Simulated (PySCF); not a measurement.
**2p core levels of `[SiH3][CH2][GeH]1[CH2]C[CH2]1`**

C₄H₁₂GeSi.
Numbering: `[SiH3:1][CH2:2][GeH:3]1[CH2:4][CH2:5][CH2:6]1`

Computed, not measured: delta-SCF UKS SCAN, pcX-2 on the ionised atom, pcseg-1 elsewhere, spin-free X2C in PySCF. These are vertical core ionisation energies against the vacuum level, from separate self-consistent calculations with and without the core hole. 2p3/2 and 2p1/2 are the ΔSCF energy of one spin-free 2p hole plus the eigenvalues of a spin–orbit and ligand-field matrix of the shell. The splitting includes the ligand field, and 2p3/2 is the mean of two sublevels.

Task: Give the 2p3/2 and 2p1/2 binding energies and the splitting.

Result: 
```csv
atom,environment,2p3/2 (eV),2p1/2 (eV),splitting (eV),mean of the shell (eV)
Si1,SiH3 silicon,106.49,107.12,0.63,106.70
```

Task: What are the 1s binding energies of the same atoms?

Result: Si1 1846.27 eV.

Task: Which Kα1 and Kα2 emission energies and wavelengths follow?

Result: The photon carries the difference of the 1s-hole and 2p-hole states, both at the ground state's geometry; λ = 12398.42 eV Å/E.

```json
{"atom": "Si1", "Kα1 (eV)": "1739.78", "Kα2 (eV)": "1739.15", "λ(Kα1) (Å)": "7.1264", "λ(Kα2) (Å)": "7.1290"}
```

Task: And the 1s levels of the other atoms?

Result: C4/C6 (sp3 carbon bound to germanium) 289.71 eV; C2 (sp3 carbon bound to silicon) 289.78 eV; C5 (four-membered-ring carbon) 290.44 eV.

Topologically equivalent atoms share the value of their first member; where this conformer doesn't relate them by symmetry, their own values could differ. No level of germanium is listed. One conformer (not necessarily the lowest) at the PBE0-D3(BJ)/def2-SVP geometry, without solvent, vibrations or thermal averaging.

Time: 97 s of wall time; peak memory 0.76 GiB. Hardware: an Arm Neoverse N1 with one thread, shared host.

Conformer computed: `[SiH3:1][CH2:2][GeH:3]1[CH2:4][CH2:5][CH2:6]1`: Si1–C2–Ge3–C4 156°.
